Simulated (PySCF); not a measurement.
Homolysis of single bonds, series B Br-I. Gas-phase values, no solvent. Strings in code marks are SMILES.

All values below come from PBE-D3(BJ)/def2-TZVP run with PySCF. 

```csv
species,dipole moment (D)
whole molecule (`BrB(I)Br`),0.15
radical fragment (`Br[B]I`),___
radical fragment (`[I]`),0.00
radical fragment (`I[B]I`),0.70
```

Problem. Complete the blanks.

Solution. 
- radical fragment (`Br[B]I`), dipole moment (D): 0.62
